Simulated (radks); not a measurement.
Values are calculated unless marked as measured or tabulated.
Species: In II. Configuration: [Kr] 4d9 5s2 5d1 (not the ground configuration).

Code: a radial shooting solver on a logarithmic mesh with Libxc functionals. Model: Dirac Kohn-Sham, exchange-only B88, spin-unpolarised, spherical densities, finite nucleus; open shells are shared between the two j in proportion to 2j + 1; Fermi nuclear charge, rms radius 4.6156 fm.

Energy parts (hartree):
| part | energy |
|---|---|
| total | -5880.06983 |
| kinetic | 6180.88942 |
| electron-nucleus | -14242.97627 |
| Hartree | 2339.40896 |
| exchange | -157.39194 |

Orbitals (lengths in bohr, moments of r in powers of bohr; r(max) is where P^2 peaks):
| orbital | occ. | eigenvalue (hartree) | <r^4> | r(max) | <r> | small-component weight |
|---|---|---|---|---|---|---|
| 1s1/2 | 2 | -1020.054 | 3.717e-06 | 0.01922 | 0.02971 | 3.23e-02 |
| 2s1/2 | 2 | -153.2422 | 0.0006500 | 0.1087 | 0.1281 | 6.82e-03 |
| 2p1/2 | 2 | -142.9680 | 0.0004203 | 0.08382 | 0.1084 | 6.84e-03 |
| 2p3/2 | 4 | -135.2147 | 0.0004908 | 0.08826 | 0.1137 | 6.54e-03 |
| 3s1/2 | 2 | -29.58643 | 0.02954 | 0.3157 | 0.3484 | 1.95e-03 |
| 3p1/2 | 2 | -25.43939 | 0.02884 | 0.3020 | 0.3394 | 1.90e-03 |
| 3p3/2 | 4 | -24.03888 | 0.03259 | 0.3122 | 0.3505 | 1.82e-03 |
| 3d3/2 | 4 | -16.69940 | 0.02835 | 0.2564 | 0.3222 | 1.70e-03 |
| 3d5/2 | 6 | -16.41235 | 0.02947 | 0.2593 | 0.3258 | 1.68e-03 |
| 4s1/2 | 2 | -5.00258 | 0.9716 | 0.7687 | 0.8444 | 5.21e-04 |
| 4p1/2 | 2 | -3.64121 | 1.302 | 0.7973 | 0.8950 | 4.63e-04 |
| 4p3/2 | 4 | -3.39233 | 1.485 | 0.8217 | 0.9245 | 4.38e-04 |
| 4d3/2 | 3.6 | -1.27231 | 4.196 | 0.9158 | 1.130 | 2.99e-04 |
| 4d5/2 | 5.4 | -1.23856 | 4.422 | 0.9254 | 1.144 | 2.92e-04 |
| 5s1/2 | 2 | -0.70066 | 56.41 | 2.012 | 2.315 | 7.88e-05 |
| 5p1/2 | 0 | -0.43693 | 128.8 | 2.364 | 2.802 | 5.34e-05 |
| 5p3/2 | 0 | -0.41538 | 147.7 | 2.448 | 2.901 | 5.00e-05 |
| 6s1/2 | 0 | -0.18443 | 2169 | 5.371 | 5.885 | 1.52e-05 |
| 5d3/2 | 0.4 | -0.14617 | 1601 | 4.287 | 5.182 | 1.57e-05 |
| 5d5/2 | 0.6 | -0.14502 | 1648 | 4.330 | 5.225 | 1.56e-05 |

The highest occupied level is 5d5/2 at -3.946 eV. The configuration is held as typed, so some empty levels lie below it. The electron density at the nucleus is 1.749e+05 e/bohr^3.

Run on one thread of a shared host, so times are rough (Arm Neoverse N1): 0.2 s of CPU time, 0.2 s wall, 14 iterations on 2360 mesh points.
